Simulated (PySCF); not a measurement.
**`N#CC=C=CC#N`, C5H2N2**

Geometry:
```
atom   x (Å)   y (Å)   z (Å)
  N1  -3.142   1.014  -0.544
  C2  -2.280   0.306  -0.262
  C3  -1.239  -0.590   0.108
  C4  -0.026  -0.493  -0.360
  C5   1.187  -0.429  -0.833
  C6   2.218   0.321  -0.202
  N7   3.071   0.918   0.287
  H8  -1.487  -1.382   0.811
  H9   1.443  -0.964  -1.744
```

Method used: quadratic response CAM-B3LYP/def2-TZVPD first hyperpolarisability, Taylor convention, gas phase (PySCF 2.14.0). Geometry: PBE0-D3(BJ)/def2-TZVP.

(1) Give the tensor of the second harmonic β(−2ω;ω,ω) at 1907 nm in the axes of these coordinates.

Answers

(1) In au, Taylor convention; rows are the first index (the induced dipole):
```csv
,xx,yy,zz,xy,xz,yz
x,0.0,+3.6,-3.8,-0.3,+0.1,-11.6
y,-0.3,+21.0,+6.8,+3.6,-11.4,+1.0
z,+0.1,+1.0,+3.3,-11.3,-3.7,+7.0
```
Norm of βᵢ = ⅓ Σⱼ (βᵢⱼⱼ + βⱼᵢⱼ + βⱼⱼᵢ): 28.0 au, hyper-Rayleigh value 14.1 au.
